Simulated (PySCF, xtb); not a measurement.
Si(Me)2(Cl)2 (C₂H₆Cl₂Si), SMILES [Si](C)(C)(Cl)Cl.

GFN2-xTB (xtb) at its own geometry gives an orbital gap of 6.61 eV and a dipole moment of 2.51 D.

Geometry: TPSSh-D3(BJ)/def2-SVP. The isomer is the one that the SMILES or the coordinates give; other isomers of the formula were not compared.

Problem. What does PBE/def2-TZVP (PySCF) give? (Estimate from the structure and the level; the computed values follow.)

Solution. gap 7.05 eV (levels -7.29 and -0.24 eV), dipole 2.38 D.
